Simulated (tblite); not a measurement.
C₅H₇ClSSi.
SMILES with atom numbers: `[CH:1]#[C:2]/[CH:3]=[C:4](/[Cl:5])[SiH2:6][S:7][CH3:8]` (hydrogens: H9 on C1; H10 on C3; H11, H12 on Si6; H13, H14, H15 on C8)

Computed geometry: GFN2-xTB, gas phase.

(1) What internal coordinates does the optimisation give?

Answers

(1) 
| bond | length (pm) | order |
| --- | --- | --- |
| C1≡C2 | 120.2 | triple |
| C2–C3 | 140.6 | single |
| C3=C4 | 133.7 | double |
| C4–Cl5 | 173.6 | single |
| C4–Si6 | 189.5 | single |
| Si6–S7 | 214.5 | single |
| S7–C8 | 182.4 | single |
| C1–H9 | 104.9 | single |
| C3–H10 | 108.4 | single |
| Si6–H11, Si6–H12 | 145.6 | single |
| C8–H13, C8–H14, C8–H15 | 108.5 | single |

Bonds in one row agree within 1 pm and their mean is given. Orders are formal, as drawn. A selection of angles:
| angle | degrees |
| --- | --- |
| C1–C2–C3 | 178.0 |
| C2–C3–C4 | 121.6 |
| C3–C4–Cl5 | 118.9 |
| C3–C4–Si6 | 125.6 |
| Cl5–C4–Si6 | 115.5 |
| C4–Si6–S7 | 109.3 |
| Si6–S7–C8 | 100.8 |

Torsions: C2–C3–C4–Cl5 179° (antiperiplanar); C3–C4–Si6–S7 60° (synclinal); C4–Si6–S7–C8 40° (synclinal). The mirror-image conformer, all signs reversed, is as good.

Si6 (SiH2 silicon) is distorted tetrahedral (angles from 104.4° to 115.1°). The C–C distances run from 1.202 Å (C1≡C2, drawn triple) to 1.406 Å (C2–C3, drawn single), a spread of 0.204 Å. Of the pairs four or more bonds apart, C4···H13 is among the closest relative to their van der Waals radii: 2.88 Å, 99 % of the sum of Bondi's values.

Point group: C1 (no symmetry element, even within 0.4 Å). Its GFN2-xTB frequencies are all real (lowest 16 cm⁻¹). The numbers are those of one conformer.

Time: 1.5 s of wall time. Hardware: Arm Neoverse V2, one thread, on a shared host. This is the geometry optimisation.
